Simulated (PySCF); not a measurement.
Computed vibrations of YbF2

YbF2 (singlet). PySCF 2.14.0, RKS PBE0, Yb def2-SVP with ECP28, F def2-SVP; non-relativistic Hamiltonian with scalar-relativistic core potentials where named; density fitting; no spin-orbit coupling. Central differences of gradients.

```xyz
3

Yb    0.0000    0.0000   -0.1781
F     1.7452    0.0000    0.8153
F    -1.7452    0.0000    0.8153
```

Run from Python with OMP_NUM_THREADS=2. Where DIIS fails, smearing, a level shift and second-order steps follow.
It took 26 s on 2 threads of Arm Neoverse V1 (shared host).

Task: What are the harmonic wavenumbers and infrared intensities?

Result: Modes are labelled in C2v; negative numbers are unstable modes, those under 60 cm⁻¹ near the noise; a finer grid moves soft modes by up to 10 cm⁻¹.
```csv
cm⁻¹,km/mol,symmetry
106,21.2,a1
533,142.9,b2
538,49.1,a1
```

Task: Is this a minimum?

Result: Yes. Ideal gas at 298.15 K and 1 bar: S = 291.9 J/(mol K), Cp = 51.2 J/(mol K), H − H(0 K) = 12.9 kJ/mol (rigid rotor, harmonic modes, spin degeneracy alone).
